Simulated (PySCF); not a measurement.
Task: Give a GFN2-xTB geometry of `FC1=CC(F)=C(F)C(F)=C1`.

Result: 
```
atom  x, y, z in Å
F1    -0.6057    2.6573    0.0322
C2    -0.3079    1.3534    0.0153
C3     1.0220    0.9707    0.0200
C4     1.3157   -0.3813    0.0018
F5     2.5920   -0.7734    0.0073
C6     0.3048   -1.3384   -0.0213
F7     0.6013   -2.6412   -0.0406
C8    -1.0207   -0.9128   -0.0232
F9    -2.0016   -1.8186   -0.0432
C10   -1.3411    0.4329   -0.0050
H11    1.8135    1.7017    0.0367
H12   -2.3711    0.7490   -0.0060
```

Orientation and origin are arbitrary. Atoms count from 1 in this order. The 6-membered ring C2–C3–C4–C6–C8–C10 has internal angles of 118.3° to 122.2° (sum 720°, against 720° for a flat polygon); it is planar, 0.00 Å rms from its mean plane, widest ring torsion 0°. The 10 heavy atoms lie in one plane (0.001 Å rms). All 4 C–F bonds measure 1.335 to 1.338 Å.

Bonds between heavy atoms (Å): F1–C2 1.338, C2–C3 1.384, C3–C4 1.384, C4–F5 1.335, C4–C6 1.392, C6–F7 1.336, C6–C8 1.392, C8–F9 1.335, C8–C10 1.383, C2–C10 1.384.

Computed geometry: GFN2-xTB, gas phase.

Point group: C2v (every atom within 0.08 Å of its image). No GFN2-xTB frequencies stand behind this structure, so it isn't proved a minimum.
